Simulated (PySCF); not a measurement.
C5H6O2, SMILES C=C=CCC(=O)O. Geometry optimised at TPSSh-D3(BJ)/def2-SVP. The values are those of a single conformer.

Computed equilibrium geometry at TPSSh-D3(BJ)/def2-SVP (PySCF confirms it by a frequency run) as bond lengths and angles (one conformer of several):
Atoms: C1 C2 C3 C4 C5 O6 O7 H8 H9 H10 H11 H12 H13. Bonded distances (Å): C1–C2 1.311, C1–H8 1.096, C1–H9 1.096, C2–C3 1.313, C3–C4 1.507, C3–H10 1.097, C4–C5 1.516, C4–H11 1.107, C4–H12 1.099, C5–O6 1.208, C5–O7 1.351, O7–H13 0.976. Angles (°): C2–C1–H8 121.4, C2–C1–H9 121.4, H8–C1–H9 117.2, C1–C2–C3 179.8, C2–C3–C4 124.2, C2–C3–H10 119.6, C4–C3–H10 116.2, C3–C4–C5 112.2, C3–C4–H11 110.5, C3–C4–H12 112.2, C5–C4–H11 106.0, C5–C4–H12 109.5, H11–C4–H12 106.1, C4–C5–O6 125.8, C4–C5–O7 111.3, O6–C5–O7 122.9, C5–O7–H13 106.2.
